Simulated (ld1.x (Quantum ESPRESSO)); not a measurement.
**Rb (Z = 37): one change to a TM semilocal potential, before and after**

* Element: Rb
* Generator: ld1.x (Quantum ESPRESSO) 7.5
* Type: norm-conserving Troullier–Martins (semilocal form)
* Functional: LDA (PZ)
* Relativity: scalar-relativistic
* Frozen core: [Kr]
* Valence charge: 1
* Reference configuration: 4d1 5s0 5p0
* Partial waves: 5s (bound, empty): rc 3.25 bohr; 4d (bound): rc 4.20 bohr; 5p (bound, empty): rc 4.00 bohr
* Local potential: the p channel
* Core correction: Bessel-smoothed model core, default radius (core density twice the valence density)

Change: wave 4d (bound): rc 4.20 bohr becomes 4d (bound): rc 2.78 bohr.

Cutoffs: the cutoffs (Ry, on a coarse ladder) from which the occupation-weighted sum of valence levels, in a spherical-Bessel basis at the reference potential, stays within 10 and 1 mRy of its value at 400 Ry; they do not see the model core or the augmentation charge, which bear on the density cutoff. Errors are all-electron minus pseudo energies relative to the spin-unpolarised reference configuration.

How do hardness, ghosts and transferability respond?

The potential gets harder (6 Ry and 8 Ry → 6 Ry and 15 Ry); of the 6 tests that both files solve, the error grows in 1 and shrinks in 2 by more than 15 % and 0.3 meV (median size 2.2 → 1.8 meV); neither file shows a bound ghost. A smaller radius makes the pseudo-wave follow the all-electron one further in, where it bends more sharply, so more plane waves are needed. A semilocal file is local in each channel, so a ghost entry of none says nothing of the separable form that plane-wave codes build from it.

```tsv
quantity	base	changed
cutoff, loose	6 Ry	6 Ry
cutoff, tight	8 Ry	15 Ry
bound ghosts	none	none
error for 4d0 5s1 5p0, meV [ΔE -2.32 eV]	-2.9	-3.2
error for 4d0 5s0.5 5p0, meV [ΔE -0.66 eV]	+2.1	+0.8
error for 4d0 5s0 5p1, meV [ΔE -0.70 eV]	-2.2	-4.6
error for 4d0.5 5s0.5 5p0, meV [ΔE -1.16 eV]	-0.4	-0.5
error for 4d1 5s0 5p0 (spin-polarised), meV [ΔE -0.06 eV]	+1.1	+0.7
error for 4d0 5s1 5p0 (spin-polarised), meV [ΔE -2.44 eV]	-2.6	-2.8
```
